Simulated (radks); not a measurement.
Results of a calculation; reference values are marked as such.
Question: Species: Hf I. Configuration: [Xe] 4f14 5d2 6s2. Code: a radial shooting solver on a logarithmic mesh with Libxc functionals. Model: scalar-relativistic Kohn-Sham, PBE, spin-polarised, spherical densities, finite nucleus; open shells are filled with parallel spins first (spin-orbit coupling, left out, can overturn this in heavy ions); Fermi nuclear charge, rms radius 5.347 fm; hard spherical wall at 6 bohr. Some entries of the table are withheld. Estimate them.

orbital  occ.  eigenvalue (hartree)  r(max) (bohr)  <1/r> (bohr^-1)
1s down     1             -2398.375        0.01190            83.78
1s up       1             -2398.375        0.01190            83.78
2s up       1             -410.1232        0.06807            19.56
2s down     1             -410.1212        0.06807            19.56
2p up       3             -360.1804        0.05567            17.85
2p down     3             -360.1788        0.05567            17.85
3s up       1             -93.38543         0.1921            7.238
3s down     1             -93.38533         0.1922            7.238
3p up       3             -78.45854         0.1898            6.712
3p down     3             -78.45835         0.1898            6.712
3d up       5             -60.77090         0.1546            6.350
3d down     5             -60.76992         0.1546            6.350
4s up       1             -18.74790         0.4374            3.066
4s down     1             -18.74683         0.4374            3.066
4p up       3             -13.84944         0.4582            2.792
4p down     3             -13.84850         0.4582            2.792
4d up       5              -7.51359         0.4710            2.475
4d down     5              -7.51232         0.4710            2.476
5s up       1              -2.39127          1.017            1.169
5s down     1              -2.36873          1.014            1.174
5p up       3              -1.24382          1.162           0.9691
5p down     3              -1.21165          1.157           0.9755
4f up       7              -0.53950         0.4547            1.913
4f down     7              -0.53400         0.4545            1.919
6s up       1              -0.13439          2.845           0.4024
6s down     1              -0.09927          2.887           0.3958
5d up       2              -0.04890          1.714           0.5597
5d down     0              -0.00699          1.704           0.5555
6p up       0               0.06162          3.436           0.3545
6p down     0               0.08968          3.477           0.3490
5f up       0               0.43584          3.900           0.2978
5f down     0               0.46133          3.945           0.2927
7s up       0                   (1)          4.576           0.3850
7s down     0                   (2)          4.594           0.3866

Answer: 
(1) 7s up eigenvalue (hartree): 0.49917
(2) 7s down eigenvalue (hartree): 0.52557
